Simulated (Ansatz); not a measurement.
SrS₂⁻. The state is a doublet with charge -1. Geometry r2SCAN-D4/def2-TZVPD.

```tsv
atom	x (Å)	y (Å)	z (Å)
Sr1	-0.0083	0.0098	0.0083
S2	0.5046	1.8749	-1.7327
S3	-0.4963	-1.8847	1.7244
```

In the def2 sets Sr takes a core potential; there is no spin–orbit coupling. The structure comes from a short search, and lower isomers may exist.

Task: Estimate the α-spin orbital energies around the gap (eV) in Ansatz with PBE-D4/def2-SVPD, revPBE-D4/def2-TZVPD, r2SCAN-D4/def2-TZVPD, PBE0-D4/def2-SVPD, r2SCAN0-D4/def2-TZVPD.

Result: 
| orbital | PBE-D4/def2-SVPD | revPBE-D4/def2-TZVPD | r2SCAN-D4/def2-TZVPD | PBE0-D4/def2-SVPD | r2SCAN0-D4/def2-TZVPD |
| --- | --- | --- | --- | --- | --- |
| HOMO−9 | -18.23 | -18.15 | -18.91 | -20.25 | -20.67 |
| HOMO−8 | -18.14 | -17.98 | -18.75 | -20.25 | -20.63 |
| HOMO−7 | -10.78 | -10.70 | -11.45 | -12.94 | -13.39 |
| HOMO−6 | -10.35 | -10.28 | -10.99 | -12.44 | -12.88 |
| HOMO−5 | -2.20 | -2.08 | -2.41 | -3.46 | -3.63 |
| HOMO−4 | -1.10 | -1.00 | -1.28 | -2.26 | -2.41 |
| HOMO−3 | -1.10 | -1.00 | -1.25 | -2.17 | -2.28 |
| HOMO−2 | -1.07 | -0.95 | -1.25 | -2.17 | -2.28 |
| HOMO−1 | -0.84 | -0.75 | -1.00 | -1.89 | -2.00 |
| HOMO | -0.84 | -0.75 | -1.00 | -1.89 | -2.00 |
| LUMO | 1.35 | 1.44 | 1.80 | 1.94 | 2.18 |
| LUMO+1 | 2.54 | 2.88 | 3.34 | 2.81 | 3.56 |
| LUMO+2 | 2.54 | 2.88 | 3.34 | 2.81 | 3.56 |
| LUMO+3 | 2.70 | 2.94 | 3.46 | 2.99 | 3.70 |
| LUMO+4 | 3.02 | 3.10 | 3.46 | 3.72 | 3.96 |
| LUMO+5 | 3.02 | 3.10 | 3.51 | 3.72 | 3.96 |
| β HOMO | -0.68 | -0.60 | -0.82 | -1.69 | -1.73 |
| β LUMO | -0.29 | -0.11 | -0.10 | 0.28 | 0.46 |
